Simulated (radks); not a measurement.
Species: Os19+. Configuration: [Kr] 4d10 4f11.

All-electron calculation, scalar-relativistic Kohn-Sham, r2SCAN, spin-unpolarised, spherical densities, finite nucleus; meta-GGA in the generalised Kohn-Sham scheme; Fermi nuclear charge, rms radius 5.4126 fm. Program: a radial shooting solver on a logarithmic mesh with Libxc functionals.

Energy parts (hartree):
| part | energy |
|---|---|
| total | -17114.0220 |
| kinetic | 18974.7870 |
| electron-nucleus | -41415.5673 |
| Hartree | 5648.1829 |
| exchange-correlation | -321.4246 |

Orbitals (lengths in bohr, moments of r in powers of bohr; <r^-3> diverges for s and p1/2; r(90%) holds 90 % of the orbital's charge):
orbital  occ.  eigenvalue (hartree)  <r^-3>  r(90%)       <r^4>
1s          2             -2734.830       -  0.0323   5.129e-07
2s          2             -491.5722       -   0.116  0.00007627
2p          6             -430.2383   21910   0.110  0.00006068
3s          2             -127.8862       -   0.284    0.002765
3p          6             -109.7864    4960   0.290    0.003000
3d         10             -89.54176   627.0   0.273    0.002314
4s          2             -40.15763       -   0.610     0.06022
4p          6             -34.10288    1206   0.651     0.07741
4d         10             -26.54734   136.0   0.699      0.1006
4f         11             -18.11034   27.63   0.760      0.1380

The highest occupied level is 4f at -492.81 eV. The electron density at the nucleus is 1.787e+06 e/bohr^3 (large components only). For comparison, the ionisation energy in NIST's Atomic Spectra Database is 520 eV (theoretical). In exact Kohn-Sham theory the highest level is minus the ionisation energy, but local and semilocal functionals leave it too shallow, through self-interaction and a potential that decays too fast; potentials with the right tail come closer. Summed over all electrons, <r^2> = 8.178 bohr^2, which gives a Langevin (diamagnetic) susceptibility term of -6.48 x 10^-6 cm^3/mol. The density falls to 0.001 e/bohr^3 at r = 1.53 bohr.

Beside tabulated values, note that spin-unpolarised runs miss the spin-polarisation part of the exchange energy of open shells.
